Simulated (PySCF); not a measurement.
Isomers of H13NOSi6, mass 210.961 u with the commonest isotopes. The calculation used PBE0/pcSseg-1 in PySCF (dipole) on a GFN2-xTB geometry, gas phase. One conformer each, none proved a minimum here; rigid rotors.

Question: Order these by dipole moment, smallest first.
A. `[SiH3:1][NH:2][Si@H:3]1[SiH2:4][O:5][SiH2:6][SiH2:7][SiH2:8]1` with Si1–N2–Si3–Si4 46°, N2–Si3–Si4–O5 158°, Si3–Si4–O5–Si6 -55°, Si4–O5–Si6–Si7 39°, O5–Si6–Si7–Si8 -8°
B. `[NH2:1][Si@@H:2]1[SiH2:3][SiH2:4][SiH2:5][SiH2:6][Si@H:7]1[OH:8]` with H–N1–Si2–Si3 171° and -54°, Si6–Si7–O8–H -174°, N1–Si2–Si3–Si4 -77°, Si2–Si3–Si4–Si5 21°, Si3–Si4–Si5–Si6 -53°, Si4–Si5–Si6–Si7 25°
C. `[NH2:1][Si@H:2]1[SiH2:3][SiH2:4][Si@@H:5]([OH:6])[SiH2:7][SiH2:8]1` with H–N1–Si2–Si3 -171° and 51°, Si4–Si5–O6–H -60°, N1–Si2–Si3–Si4 87°, Si2–Si3–Si4–Si5 -28°, Si3–Si4–Si5–O6 -53°, Si4–Si5–Si7–Si8 -29°
D. `[NH2:1][Si@@H:2]1[SiH2:3][SiH2:4][SiH2:5][SiH2:6][Si@@H:7]1[OH:8]` with H–N1–Si2–Si3 175° and -49°, Si6–Si7–O8–H -174°, N1–Si2–Si3–Si4 -166°, Si2–Si3–Si4–Si5 49°, Si3–Si4–Si5–Si6 -49°, Si4–Si5–Si6–Si7 48°
E. `[NH2:1][Si@@H:2]1[SiH2:3][SiH2:4][SiH2:5][Si@@H:6]1[O:7][SiH3:8]` with H–N1–Si2–Si3 159° and -61°, Si5–Si6–O7–Si8 -74°, N1–Si2–Si3–Si4 -95°, Si2–Si3–Si4–Si5 -20°, Si3–Si4–Si5–Si6 15°, Si4–Si5–Si6–O7 112°
F. `[NH2:1][Si@@H:2]1[SiH2:3][SiH2:4][SiH2:5][Si@H:6]1[O:7][SiH3:8]` with H–N1–Si2–Si3 168° and -56°, Si5–Si6–O7–Si8 47°, N1–Si2–Si3–Si4 -84°, Si2–Si3–Si4–Si5 -8°, Si3–Si4–Si5–Si6 -10°, Si4–Si5–Si6–O7 -86°

Answer: A (1.29 D), E (1.55 D), F (1.70 D), C (1.89 D), B (2.52 D), D (2.77 D).

Question: Order these by radius of gyration √(Σ m r²/M), largest first.
A. `[SiH3:1][NH:2][Si@H:3]1[SiH2:4][O:5][SiH2:6][SiH2:7][SiH2:8]1` with Si1–N2–Si3–Si4 46°, N2–Si3–Si4–O5 158°, Si3–Si4–O5–Si6 -55°, Si4–O5–Si6–Si7 39°, O5–Si6–Si7–Si8 -8°
B. `[NH2:1][Si@@H:2]1[SiH2:3][SiH2:4][SiH2:5][Si@H:6]1[O:7][SiH3:8]` with H–N1–Si2–Si3 168° and -56°, Si5–Si6–O7–Si8 47°, N1–Si2–Si3–Si4 -84°, Si2–Si3–Si4–Si5 -8°, Si3–Si4–Si5–Si6 -10°, Si4–Si5–Si6–O7 -86°
C. `[NH2:1][Si@@H:2]1[SiH2:3][SiH2:4][SiH2:5][SiH2:6][Si@@H:7]1[OH:8]` with H–N1–Si2–Si3 175° and -49°, Si6–Si7–O8–H -174°, N1–Si2–Si3–Si4 -166°, Si2–Si3–Si4–Si5 49°, Si3–Si4–Si5–Si6 -49°, Si4–Si5–Si6–Si7 48°

Answer: A (2.711 Å), C (2.498 Å), B (2.422 Å).

Question: Order these by out-of-plane moment Σ m c² = (Ia + Ib − Ic)/2, largest first.
A. `[NH2:1][Si@@H:2]1[SiH2:3][SiH2:4][SiH2:5][Si@@H:6]1[O:7][SiH3:8]` with H–N1–Si2–Si3 159° and -61°, Si5–Si6–O7–Si8 -74°, N1–Si2–Si3–Si4 -95°, Si2–Si3–Si4–Si5 -20°, Si3–Si4–Si5–Si6 15°, Si4–Si5–Si6–O7 112°
B. `[SiH3:1][NH:2][Si@H:3]1[SiH2:4][O:5][SiH2:6][SiH2:7][SiH2:8]1` with Si1–N2–Si3–Si4 46°, N2–Si3–Si4–O5 158°, Si3–Si4–O5–Si6 -55°, Si4–O5–Si6–Si7 39°, O5–Si6–Si7–Si8 -8°
C. `[NH2:1][Si@H:2]1[SiH2:3][SiH2:4][Si@@H:5]([OH:6])[SiH2:7][SiH2:8]1` with H–N1–Si2–Si3 -171° and 51°, Si4–Si5–O6–H -60°, N1–Si2–Si3–Si4 87°, Si2–Si3–Si4–Si5 -28°, Si3–Si4–Si5–O6 -53°, Si4–Si5–Si7–Si8 -29°
D. `[NH2:1][Si@@H:2]1[SiH2:3][SiH2:4][SiH2:5][Si@H:6]1[O:7][SiH3:8]` with H–N1–Si2–Si3 168° and -56°, Si5–Si6–O7–Si8 47°, N1–Si2–Si3–Si4 -84°, Si2–Si3–Si4–Si5 -8°, Si3–Si4–Si5–Si6 -10°, Si4–Si5–Si6–O7 -86°
E. `[NH2:1][Si@@H:2]1[SiH2:3][SiH2:4][SiH2:5][SiH2:6][Si@@H:7]1[OH:8]` with H–N1–Si2–Si3 175° and -49°, Si6–Si7–O8–H -174°, N1–Si2–Si3–Si4 -166°, Si2–Si3–Si4–Si5 49°, Si3–Si4–Si5–Si6 -49°, Si4–Si5–Si6–Si7 48°
F. `[NH2:1][Si@@H:2]1[SiH2:3][SiH2:4][SiH2:5][SiH2:6][Si@H:7]1[OH:8]` with H–N1–Si2–Si3 171° and -54°, Si6–Si7–O8–H -174°, N1–Si2–Si3–Si4 -77°, Si2–Si3–Si4–Si5 21°, Si3–Si4–Si5–Si6 -53°, Si4–Si5–Si6–Si7 25°

Answer: D (254.60 u·Å²), F (195.00 u·Å²), C (176.35 u·Å²), A (129.39 u·Å²), E (86.15 u·Å²), B (29.50 u·Å²).

```json
{"SMILES": "N[Si@@H]1[SiH2][SiH2][SiH2][SiH2][Si@@H]1O", "point group": "C1", "Ia (u·Å²)": "619.47", "Ib (u·Å²)": "782.71", "Ic (u·Å²)": "1229.88", "κ": "0.16", "μa (D)": "2.76", "μb (D)": "0.05", "μc (D)": "0.09"}
{"SMILES": "[SiH3]N[Si@H]1[SiH2]O[SiH2][SiH2][SiH2]1", "point group": "C1", "Ia (u·Å²)": "411.02", "Ib (u·Å²)": "1169.00", "Ic (u·Å²)": "1521.02", "κ": "-0.78", "μa (D)": "0.71", "μb (D)": "1.06", "μc (D)": "0.18"}
{"SMILES": "N[Si@@H]1[SiH2][SiH2][SiH2][Si@H]1O[SiH3]", "point group": "C1", "Ia (u·Å²)": "640.52", "Ib (u·Å²)": "851.25", "Ic (u·Å²)": "982.57", "κ": "-0.42", "μa (D)": "0.87", "μb (D)": "1.41", "μc (D)": "0.38"}
{"SMILES": "N[Si@H]1[SiH2][SiH2][Si@@H](O)[SiH2][SiH2]1", "point group": "C1", "Ia (u·Å²)": "662.80", "Ib (u·Å²)": "738.46", "Ic (u·Å²)": "1048.55", "κ": "0.44", "μa (D)": "0.30", "μb (D)": "0.75", "μc (D)": "1.71"}
{"SMILES": "N[Si@@H]1[SiH2][SiH2][SiH2][Si@@H]1O[SiH3]", "point group": "C1", "Ia (u·Å²)": "538.22", "Ib (u·Å²)": "928.94", "Ic (u·Å²)": "1208.38", "κ": "-0.52", "μa (D)": "0.82", "μb (D)": "1.25", "μc (D)": "0.40"}
{"SMILES": "N[Si@@H]1[SiH2][SiH2][SiH2][SiH2][Si@H]1O", "point group": "C1", "Ia (u·Å²)": "699.74", "Ib (u·Å²)": "712.44", "Ic (u·Å²)": "1022.18", "κ": "0.89", "μa (D)": "0.73", "μb (D)": "2.29", "μc (D)": "0.76"}
```
